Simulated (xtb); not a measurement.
Species: C₂H₄OS, SMILES `CSC=O` (charge 0, multiplicity 1).

Question: Give a relaxed geometry from xtb 6.7.1 with GFN2-xTB.

Answer: This is not unique; one that fits is the end point of this relaxation, one of several conformers (outside a Z-matrix the atoms follow the SMILES, hydrogens last).
Z-matrix (Å, degrees):
```
S
C 1 1.7470
O 2 1.1964 1 124.90
H 2 1.0958 3 125.01 1 180.00
C 1 1.8136 2 100.40 4 -180.00
H 5 1.0849 1 108.77 2 -119.87
H 5 1.0849 6 110.51 1 119.34
H 5 1.0882 6 110.99 7 123.57
```
